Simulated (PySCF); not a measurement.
## Correlation energy of Br⁺ (bromine, charge +1)

[Ar] 3d10 4s2 4p3 5s1, high-spin 5S determinant (an excited configuration). Computed with PySCF 2.14 in aug-cc-pVDZ-PP with ECP10MDF (5s4p3d, 32 functions), with a scalar-relativistic core potential. Frozen: 3s2 3p6 3d10; 6 electrons correlated.

```csv
level,correlation energy (mhartree)
CCSD,-86.82
(T),-1.22
CCSD(T),-88.04
CCSDT,-88.27
```

Diagnostics: T1 = 0.0061, D1 = 0.0198, largest double amplitude 0.045.

Q: Is a single reference adequate?

A: Yes, within this model without spin-orbit coupling: T1 lies below 0.03 and no double amplitude reaches 0.07.
